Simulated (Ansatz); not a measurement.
Geometry optimisation, Ansatz 0.2.0, RKS PBE/def2-SVP.

input.yaml

```yaml
crystal:
  periodic: [false, false, false]
  atoms:
    - { symbol: W, position_ang: [-0.03523, 0.012715, -0.087995] }
    - { symbol: F, position_ang: [-0.391989, -0.117576, 1.730712] }
    - { symbol: F, position_ang: [1.87984, 0.034442, 0.132354] }
    - { symbol: F, position_ang: [-0.2082, 1.845622, -0.256999] }
    - { symbol: F, position_ang: [-1.850046, -0.146583, -0.414005] }
    - { symbol: F, position_ang: [0.093589, -1.845732, -0.120932] }
    - { symbol: F, position_ang: [0.288951, -0.055144, -1.918007] }
    - { symbol: O, position_ang: [1.403327, 1.726434, 2.118615] }
    - { symbol: Al, position_ang: [2.97374, 1.09417, 1.653633] }
    - { symbol: H, position_ang: [3.559203, -0.167321, 2.447338] }
    - { symbol: H, position_ang: [3.83218, 2.056131, 0.732389] }
    - { symbol: H, position_ang: [0.842735, 1.260241, 2.782696] }
basis:
  gaussian: { orbitals: def2-SVP }
hamiltonian:
  xc: pbe
relax:
  f_tol: 0.03
  max_steps: 50
```

Command:

```bash
$ ansatz run input.yaml --threads 4 --pin off --max-ram 5120MiB --backend cpu --events-out ev --progress --plain --runs-dir out
```

Question: Where does it end, and by what steps?

Answer: The run converged. After 9 steps the energy has fallen by 0.165 eV; H12 moved furthest, 0.74 Å.

```csv
step,energy less start (eV),largest force component (eV/Å),accepted
0,0.0000,0.537,yes
1,-0.0512,0.346,yes
2,-0.0866,0.604,yes
3,-0.1225,0.823,yes
4,-0.1072,1.209,no
5,-0.1543,0.146,yes
6,-0.1608,0.183,yes
7,-0.1630,0.094,yes
8,-0.1634,0.068,yes
9,-0.1645,0.027,yes
```

```xyz
12
Properties=species:S:1:pos:R:3
W -0.157 -0.079 -0.242
F -0.657 -0.020 1.545
F 1.670 0.142 0.308
F -0.320 1.763 -0.371
F -1.909 -0.319 -0.783
F 0.083 -1.920 -0.107
F 0.440 -0.149 -2.001
O 1.658 1.860 2.538
Al 2.979 1.111 1.686
H 3.651 -0.218 2.285
H 3.675 2.048 0.596
H 1.276 1.479 3.345
```

Whether the end is a true minimum wasn't checked by a vibrational analysis.

The run took 38 s on 4 threads of Arm Neoverse V1, on a shared host, peak memory 0.28 GiB.
